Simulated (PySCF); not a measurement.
# Atomic charges by several schemes

Compound: C7H12O2.
Numbering: `[CH3:1][C:2](=[O:3])[O:4][CH:5]1[CH2:6][CH2:7][CH2:8][CH2:9]1` (hydrogens: H10, H11, H12 on C1; H13 on C5; H14, H15 on C6; H16, H17 on C7; H18, H19 on C8; H20, H21 on C9)

Geometry (GFN2-xTB, Å), atoms numbered from 1 in this order:
```
atom  x, y, z in Å
C1     3.5471   -0.2693    0.2304
C2     2.2434    0.4219    0.5384
O3     2.1437    1.4681    1.1233
O4     1.2113   -0.2913    0.0817
C5    -0.1094    0.2075    0.2930
C6    -0.7983    0.5703   -1.0223
C7    -2.2737    0.5916   -0.6346
C8    -2.4319   -0.5311    0.4070
C9    -1.0127   -0.8791    0.8839
H10    4.2383    0.4466   -0.2059
H11    3.9802   -0.6317    1.1603
H12    3.3823   -1.1012   -0.4462
H13   -0.0494    1.0813    0.9512
H14   -0.4504    1.5190   -1.4271
H15   -0.5969   -0.2181   -1.7492
H16   -2.9240    0.4459   -1.4953
H17   -2.5177    1.5554   -0.1864
H18   -2.9103   -1.4050   -0.0335
H19   -3.0535   -0.1994    1.2375
H20   -0.6914   -1.8395    0.4794
H21   -0.9356   -0.9249    1.9687
```

Density: PBE0/pcSseg-1 (PySCF); schemes: Mulliken, IAO, Hirshfeld and ESP-fitted. Isolated species at its GFN2-xTB geometry (one conformer only). GFN2-xTB frequencies show an imaginary mode (36i cm⁻¹), so this geometry is no minimum at that level.

Problem. Do the Mulliken, IAO, Hirshfeld and ESP-fitted schemes agree on where the charge is highest?

Solution. All schemes agree: Mulliken C2 (+0.380); IAO C2 (+0.529); Hirshfeld C2 (+0.217); ESP-fitted C2 (+0.841).

Problem. Which atoms carry the lowest charge in the Mulliken, IAO, Hirshfeld and ESP-fitted schemes?

Solution. The schemes don't all agree: Mulliken O4 (-0.464); IAO C1 (-0.477); Hirshfeld O3 (-0.270); ESP-fitted O4 (-0.630).

Problem. Tabulate the Mulliken, IAO, Hirshfeld and ESP-fitted charges.

Solution. In e:

| atom | environment | Mulliken | IAO | Hirshfeld | ESP-fitted |
| --- | --- | --- | --- | --- | --- |
| C1 | methyl carbon next to a carbonyl | -0.244 | -0.477 | -0.124 | -0.608 |
| C2 | ester carbonyl carbon | +0.380 | +0.529 | +0.217 | +0.841 |
| O3 | ester carbonyl oxygen | -0.418 | -0.474 | -0.270 | -0.577 |
| O4 | ester single-bonded oxygen | -0.464 | -0.343 | -0.090 | -0.630 |
| C5 | sp3 carbon bound to oxygen | -0.007 | +0.074 | +0.046 | +0.648 |
| C6 | ring CH2 carbon | -0.168 | -0.271 | -0.079 | -0.153 |
| C7 | ring CH2 carbon | -0.233 | -0.265 | -0.066 | -0.097 |
| C8 | ring CH2 carbon | -0.232 | -0.270 | -0.066 | -0.123 |
| C9 | ring CH2 carbon | -0.161 | -0.275 | -0.077 | -0.171 |
| H10 | methyl hydrogen | +0.143 | +0.172 | +0.058 | +0.173 |
| H11 | methyl hydrogen | +0.147 | +0.174 | +0.060 | +0.177 |
| H12 | methyl hydrogen | +0.135 | +0.164 | +0.047 | +0.178 |
| H13 | methine hydrogen | +0.136 | +0.148 | +0.033 | -0.042 |
| H14 | methylene hydrogen | +0.129 | +0.142 | +0.042 | +0.028 |
| H15 | methylene hydrogen | +0.118 | +0.136 | +0.036 | +0.063 |
| H16 | methylene hydrogen | +0.122 | +0.141 | +0.041 | +0.049 |
| H17 | methylene hydrogen | +0.121 | +0.135 | +0.039 | +0.037 |
| H18 | methylene hydrogen | +0.122 | +0.138 | +0.039 | +0.056 |
| H19 | methylene hydrogen | +0.122 | +0.139 | +0.039 | +0.050 |
| H20 | methylene hydrogen | +0.123 | +0.142 | +0.035 | +0.065 |
| H21 | methylene hydrogen | +0.127 | +0.141 | +0.041 | +0.034 |

Mean size of the charges over all atoms: ESP-fitted 0.229 e, IAO 0.226 e, Mulliken 0.183 e, Hirshfeld 0.074 e. Each set sums to the total charge, 0, to within 0.001 e. The Mulliken scheme gives each basis function's population to the atom it is centred on and halves the overlap population of two atoms between them.

Problem. How many electrons does the IAO scheme count on O3?

Solution. Z − q = 8 − (-0.474) = 8.474.

Problem. Sum the charges by element.

Solution. 
```
element  atoms  Mulliken     IAO  Hirshfeld  ESP-fitted
      C      7    -0.664  -0.955     -0.149      +0.337
      O      2    -0.881  -0.817     -0.361      -1.207
      H     12    +1.545  +1.772     +0.510      +0.870
```

Problem. How closely do the schemes follow one another over all atoms?

Solution. Correlation coefficient and root-mean-square difference: Mulliken with IAO 0.96, 0.079 e; IAO with Hirshfeld 0.95, 0.172 e; Mulliken with Hirshfeld 0.92, 0.132 e; Hirshfeld with ESP-fitted 0.86, 0.262 e; IAO with ESP-fitted 0.84, 0.185 e; Mulliken with ESP-fitted 0.80, 0.211 e.
